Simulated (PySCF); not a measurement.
UHF on Ni (nickel, neutral)

Configuration: [Ar] 3d8 4s2, high-spin 3F determinant. Computed with PySCF 2.14 in 6-31G*, with the non-relativistic Hamiltonian (point nucleus).

- Total energy: -1506.610379 hartree
- One-electron energy: -2093.6487 hartree
- Hartree (Coulomb) energy: 648.8103 hartree
- Exchange energy: -61.7720 hartree
- Kinetic energy: 1506.45711 hartree
- ⟨S²⟩: 2.0032
- ⟨L²⟩: 12.012
- Sum of ⟨r⟩: 21.88 bohr
- Sum of ⟨r²⟩: 37.73 bohr²
- Density at the nucleus (Gaussians lack the cusp): 14100 bohr⁻³
- Spin density at the nucleus: 0.236 bohr⁻³
- Langevin diamagnetic susceptibility: -29.9 ×10⁻⁶ cm³/mol
- Time after the integrals: 0.1 s of wall time on 1 thread of Neoverse-V2 (shared host)

```csv
shell,electrons,mean orbital energy (eV),spread (eV),"rms radius, mean of both spins (bohr)"
1s α,1,-8315.2,0,0.0635
1s β,1,-8315.2,0,0.0635
2s α,1,-1032.2,0,0.268
2s β,1,-1030.2,0,0.268
2p α,3,-896.83,0,0.239
2p β,3,-894.88,0,0.239
3s α,1,-134.86,0,0.805
3s β,1,-129.57,0,0.805
3p α,3,-91.667,0,0.854
3p β,3,-85.261,0,0.854
3d α,5,-19.105,1.344,1.06
3d β,3,-16.515,0,1.06
4s α,1,-7.528,0,3.36
4s β,1,-7.103,0,3.36
```
